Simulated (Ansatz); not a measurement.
An input meant for AsMe2H (C2H7As) (charge 0, singlet).

```yaml
crystal:
  periodic: [false, false, false]
  atoms:
    - {symbol: As, position_ang: [-0.308917, -0.525123, 1.020233]}
    - {symbol: C, position_ang: [1.390807, -0.577453, -0.015035]}
    - {symbol: H, position_ang: [1.996835, 0.310025, 0.255270]}
    - {symbol: H, position_ang: [1.217073, -0.579979, -1.108526]}
    - {symbol: H, position_ang: [1.960735, -1.484117, 0.267936]}
    - {symbol: C, position_ang: [-1.192139, 0.919663, -0.026801]}
    - {symbol: H, position_ang: [-2.264262, 0.963970, 0.248146]}
    - {symbol: H, position_ang: [-1.100201, 0.763314, -1.119088]}
    - {symbol: H, position_ang: [-0.725802, 1.887991, 0.242997]}
    - {symbol: H, position_ang: [-0.974130, -1.678290, 0.234867]}
basis:
  gaussian: {orbitals: aug-cc-pVDZ}
total_charge: 4
magnetization: {spin_polarized: true, initial_magnetization: 0}
hamiltonian: {xc: {name: SVWN5}}
scf: {omitted_lower_state_checks: [starts]}
output: {forces: true}
```

```sh
$ ansatz run in.yaml --threads 2 --pin off --events-out ev --progress --plain --max-ram 20480MiB --backend cpu
```

Shortened log:

```
Functional definition: SVWN5
1362 factors; their error is unknown
mean field evaluation 1: about -62769.9454 eV, gradient 1.1e2 eV
mean field evaluation 2: about -62491.1864 eV, gradient 1.9e2 eV
mean field evaluation 4: about -62799.0699 eV, gradient 6.8e1 eV
mean field evaluation 8: about -62820.4526 eV, gradient 4.4e1 eV
mean field evaluation 16: about -62837.6372 eV, gradient 2.1e0 eV
mean field evaluation 32: about -62838.3095 eV, gradient 3.6e-6 eV
mean field -62838.30950063 eV, -2309.2652808122 hartree, gradient 3.6e-6 eV, S^2 1.007140; 0 other end points of the search recorded, 0 dependent functions left out
reference -62838.30954163 eV, -2309.2652823191 hartree; 24, 24 occupied and 121, 121 virtual orbitals, 1362 factors
Total energy: -62838.30954163 eV, -2309.2652823191 hartree
Atom 0 at    -0.308917    -0.525123     1.020233 Å, force     0.952238     1.637686    -0.682028 eV/Å
Atom 1 at     1.390807    -0.577453    -0.015035 Å, force    -0.914224     1.070225     1.327788 eV/Å
Atom 2 at     1.996835     0.310025     0.255270 Å, force     1.637284     2.094671     0.876054 eV/Å
Atom 3 at     1.217073    -0.579979    -1.108526 Å, force    -0.713976    -0.417789    -2.516513 eV/Å
Atom 4 at     1.960735    -1.484117     0.267936 Å, force     1.718317    -3.007515     0.951188 eV/Å
Atom 5 at    -1.192139     0.919663    -0.026801 Å, force     1.374848    -0.253459     1.339362 eV/Å
Atom 6 at    -2.264262     0.963970     0.248146 Å, force    -3.470373    -0.002930     0.925834 eV/Å
Atom 7 at    -1.100201     0.763314    -1.119088 Å, force     0.010477    -0.836685    -2.512857 eV/Å
Atom 8 at    -0.725802     1.887991     0.242997 Å, force     0.996480     2.464664     0.873204 eV/Å
Atom 9 at    -0.974130    -1.678290     0.234867 Å, force    -1.591073    -2.748868    -0.582032 eV/Å
Dipole moment:     0.264972     0.448769    -1.116293 e Å
Checks for a lower state left out: starts
```

(1) What is wrong with this run?

## Answers

(1) The charge is far from what the species holds (4 typed, 0 meant). Self-consistency was reached. The result belongs to that input, not to the species as meant. The unrestricted singlet has broken spin symmetry (⟨S²⟩ up to 1.01).
